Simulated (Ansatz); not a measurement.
Mg₇⁺, relaxed as a doublet with UKS PBE0/def2-SVP in Ansatz, starting from the GFN1-xTB geometry. Force threshold 0.02 eV/Å.

Another isomer (doublet) lies 0.05 eV lower at PBE0/def2-TZVP; other spin states weren't run for this one.

Start:

```xyz
7

Mg    1.913   -1.504    2.209
Mg   -1.206    1.054   -2.488
Mg   -0.873    3.177   -0.493
Mg    0.943    1.239    1.094
Mg   -0.140   -2.909    0.666
Mg   -1.855   -0.124    0.248
Mg    1.217   -0.933   -1.236
```

Question: Estimate the energy that the relaxation releases and the steps that it takes.

Answer: 24.6 kJ/mol, in 11 steps; 55 s on 4 threads of Arm Neoverse V2 on a shared host. No frequencies were taken in this run, so the end may be a saddle point.

Question: Does the start keep its bonding?

Answer: Bonds formed: Mg1–Mg6, Mg2–Mg4 (atoms count from 1).

Question: Predict the relaxed structure.

Answer: 
```xyz
7

Mg    1.3463   -1.1876    2.1784
Mg   -0.7231    1.2659   -2.4146
Mg   -1.3081    3.0803   -0.0070
Mg    1.2236    1.5564    0.2192
Mg   -0.2477   -3.2839    0.5992
Mg   -1.3629   -0.1753    0.5264
Mg    1.0719   -1.2558   -1.1016
```
Bond lengths (bridged metal pairs left out): 15 × Mg–Mg 2.96 to 3.37 Å.
